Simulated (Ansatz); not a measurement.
C₃H₅ClSi (`CC1=C(Cl)[SiH2]1`). Charge 0, multiplicity 1. The structure was optimised at the PBE0-D4/def2-TZVP level.

```xyz
10

C    -1.305    0.215    0.875
C    -0.087   -0.003    0.070
C     0.863   -0.920   -0.073
Cl    1.192   -2.430    0.651
Si    1.154    0.456   -1.192
H    -1.222    1.138    1.453
H    -2.178    0.325    0.225
H    -1.483   -0.615    1.562
H     0.866    0.360   -2.645
H     2.200    1.474   -0.927
```

(1) What is the dipole moment at r2SCAN/def2-TZVPP? (Estimate.)

(2) And with PBE, B3LYP, ωB97M-V? (Estimate.)

(3) Give the Mulliken charges with r2SCAN, B3LYP, PBE in def2-TZVPP. (An estimate is asked.)

Answers

(1) Ansatz gave: 1.75 D, with components (-1.07, 1.38, -0.07) D in this frame, pointing from negative to positive charge.

(2) The calculation gave: PBE 1.64 D, B3LYP 1.72 D, ωB97M-V 1.71 D.

(3) Computed: 
| atom | r2SCAN | B3LYP | PBE |
| --- | --- | --- | --- |
| C1 | -0.16 | -0.24 | -0.23 |
| C2 | -0.13 | -0.08 | -0.08 |
| C3 | -0.03 | -0.05 | -0.01 |
| Cl4 | -0.09 | -0.09 | -0.08 |
| Si5 | 0.38 | 0.30 | 0.22 |
| H6 | 0.06 | 0.10 | 0.10 |
| H7 | 0.07 | 0.10 | 0.10 |
| H8 | 0.06 | 0.10 | 0.10 |
| H9 | -0.08 | -0.07 | -0.06 |
| H10 | -0.08 | -0.07 | -0.06 |

B3LYP here is the variant with VWN-RPA as its local correlation; programs differ in this.
